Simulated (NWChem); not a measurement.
Molecule: GaHOClF; SMILES [Ga]([OH])([F])[Cl]

```xyz
5

Ga    -0.0132    -0.3165     0.0000
F     -1.5427    -1.1664     0.0000
Cl    -0.0050     1.8176     0.0000
O      1.5044    -1.2524     0.0000
H      1.3100    -2.2047     0.0000
```
Atoms are numbered in this order, from 1.

Results from NWChem. Pople sets run with spherical d functions. The geometry was optimised at B3LYP/6-31G* (spherical d). B3LYP is NWChem's, with the RPA form of VWN correlation. GIAO values for the isolated, static molecule; σ is the absolute isotropic shielding, δ = σ(reference) − σ with the isolated reference molecule computed at the same levels (19F: trichlorofluoromethane, 1H: tetramethylsilane, 17O: water).

For level B3LYP/6-31G*:

| Quantity | Result |
|---|---|
| σ Ga1 (ppm) | 1702.6 |
| δ F2 (ppm) | -113.7 |
| σ Cl3 (ppm) | 965.5 |
| δ O4 (ppm) | 64.0 |
| δ H5 (ppm) | 2.55 |

Problem. Estimate the same quantities for level KT2/pcSseg-1.

Solution. 
| Property | Value |
|---|---|
| σ Ga1 (ppm) | 1501.4 |
| δ F2 (ppm) | -155.2 |
| σ Cl3 (ppm) | 928.1 |
| δ O4 (ppm) | 77.4 |
| δ H5 (ppm) | 2.73 |
